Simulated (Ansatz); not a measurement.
Calculated with Ansatz (gas phase, PBE0-D4/def2-TZVP geometries, no zero-point term in ΔE). CCSD(T)/CBS is the MP2 limit (def2-TZVPP, def2-QZVPP) plus CCSD(T) − MP2 in def2-TZVPP, frozen cores. This one scheme is used for every species. Functionals use def2-TZVPP. HSE06 is defined as in plane-wave codes. One conformer a species, not always the lowest.

Consider the formal exchange of groups at the Si–N bond: `C[SiH2]N[SiH3]` + `[SiH3]Cl` → `C[SiH2][SiH2]Cl` + `N[SiH3]`.

```json
{"level": "BLYP-D4", "ΔE (kcal/mol)": "12.8"}
{"level": "HSE06-D4", "ΔE (kcal/mol)": "11.0"}
{"level": "BHLYP-D4", "ΔE (kcal/mol)": "15.6"}
{"level": "HF/def2-QZVPP", "ΔE (kcal/mol)": "18.6"}
```

Q: What does CCSD(T)/CBS give? (Best estimate.)

A: Ansatz gave: +14.5 kcal/mol. The listed levels differ from it by -1.7, -3.5, 1.1, 4.1 kcal/mol.

Largest T1 diagnostic among the species: 0.010.

From r2SCAN to r2SCAN0 (25 % exact exchange), in def2-TZVPP and without D4, ΔE moves by +0.7 kcal/mol. Leaving LDA and LC-ωPBE aside and taking each functional with its dispersion term where it has one, the values, not all of them listed here, spread over 6.2 kcal/mol, from PBE-D4 to BHLYP-D4. LDA lies +1.0 kcal/mol from PBE without D4. In def2-TZVPP, CCSD(T) changes the Hartree–Fock value by −3.4 kcal/mol (the triples alone add −0.5 kcal/mol) and MP2 by −1.9 kcal/mol.
